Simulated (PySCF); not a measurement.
Methane selenol, CH4Se, SMILES C[SeH], point group Cs.

Level: PBE0/pcSseg-1 in PySCF (density fitting, grid level 2); geometry and Hessian at that level, cubic constants and property derivatives from steps of ±0.6 along each species' dimensionless normal coordinates, second-order vibrational perturbation theory. The parent has the commonest isotopes.

Equilibrium geometry (Å):

```json
{"atom": "C1", "x": "-0.5397", "y": "0.0371", "z": "-0.0431"}
{"atom": "Se2", "x": "1.2125", "y": "-0.6711", "z": "-0.5233"}
{"atom": "H3", "x": "-0.7554", "y": "-0.1414", "z": "1.0117"}
{"atom": "H4", "x": "-0.6064", "y": "1.1011", "z": "-0.2764"}
{"atom": "H5", "x": "-1.2634", "y": "-0.5084", "z": "-0.6530"}
{"atom": "H6", "x": "1.9648", "y": "0.1907", "z": "0.3977"}
```

(1) Give the equilibrium and ground-state rotational constants (MHz) of parent; ²H at 6; ²H at 3; ²H at 3, ²H at 4, ²H at 5; ²H at 5; ¹³C at 1; ¹³C at 1, ²H at 3.

(2) How is the parent's vibrational correction B0 − Be made up?

(3) And its quartic centrifugal distortion constants from the harmonic force field?

A mode lies under 250 cm⁻¹, where this perturbation treatment is rough. Internal rotors are held in one well.

## Answers

(1) 
```
                  species     Ae      Be      Ce     A0      B0      C0  Δ0 (u Å²)  harmonic ZPE (cm⁻¹)
                   parent  94815  9379.1  9030.6  93944  9294.8  8953.4     -3.306                 9820
                  ²H at 6  68411  9338.7  8675.5  67944  9262.4  8603.4     -3.259                 9338
                  ²H at 3  80197  8616.8    8364  79491  8541.5  8297.2     -4.616                 9131
²H at 3, ²H at 4, ²H at 5  59232  7525.3  7303.8  58753  7462.4  7249.2     -6.610                 7734
                  ²H at 5  80000  8749.7  8308.6  79319  8672.4    8240     -3.314                 9134
                 ¹³C at 1  94813  8938.9  8621.7  93945  8860.1  8549.3     -3.306                 9786
        ¹³C at 1, ²H at 3  80140  8253.1  8021.1  79439  8182.3    7958     -4.621                 9095
```

Δ0 = Ic − Ia − Ib from the ground-state constants.

(2) 
| axis | harmonic | Coriolis | cubic | total (MHz) |
| --- | --- | --- | --- | --- |
| a | 433 | -1230 | -72.3 | -871 |
| b | 19.7 | -6.31 | -97.6 | -84.3 |
| c | 15.1 | -4.02 | -88.2 | -77.1 |

(3) Asymmetric top, A reduction, Ir representation: ΔJ = 8.67 kHz, ΔJK = 65.5 kHz, ΔK = 572 kHz, δJ = 0.309 kHz, δK = -207 kHz.
